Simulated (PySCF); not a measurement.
**Dipole response of Cl (chlorine, neutral)**

[Ne] 3s2 3p5, 2P determinant. All numbers are calculated (PySCF 2.14, the spin-free X2C one-electron Hamiltonian (Gaussian nucleus), in x2c-QZVPPall with one added diffuse shell each of s, p, d, f type (10s7p5d3f1g, 86 functions)). Coupled (time-dependent) response in atomic units; α is the mean over directions.

| method | mean α (bohr³) | α xx, yy, zz | C₆ (like pair) | S(−4) |
| --- | --- | --- | --- | --- |
| UHF | 14.18 | 13.10, 14.73, 14.73 | 88.99 | 48.67 |
| PBE | 15.60 | 14.14, 16.33, 16.33 | 99.74 | 65.48 |
| PBE0 | 14.96 | 13.66, 15.61, 15.61 | 94.79 | 57.58 |
| M06 | 15.02 | 13.75, 15.65, 15.65 | 93.43 | 60.89 |
| LC-wPBE | 14.60 | 13.44, 15.17, 15.17 | 91.98 | 53.17 |

S(−4) is the Cauchy moment in α(ω) = α(0) + S(−4) ω² + …

Reference α: 14.6 ± 0.1 bohr³ (recommended; Schwerdtfeger and Nagle, table of static dipole polarizabilities (2023 update)). Published C₆: 94.60 (Chu and Dalgarno (2004); Tang, Norbeck and Certain (1976)).

α(iu) at M06:

| u (hartree) | α(iu) (bohr³) |
| --- | --- |
| 0 | 15.02 |
| 0.0500 | 14.87 |
| 0.100 | 14.44 |
| 0.200 | 13.01 |
| 0.300 | 11.27 |
| 0.500 | 8.114 |
| 0.750 | 5.423 |
| 1.00 | 3.782 |
| 1.50 | 2.090 |
| 2.00 | 1.316 |
| 3.00 | 0.6682 |
| 5.00 | 0.2842 |

A single London oscillator, α(iu) = α/(1 + u²/ω²), gives C₆ = (3/4) ω α². Matching the computed C₆ needs ω = 4 × 93.43 / (3 × 15.02²) = 0.552 hartree.

The components differ because the open shell of this determinant is not spherical; for a pure term their mean is the scalar polarisability.
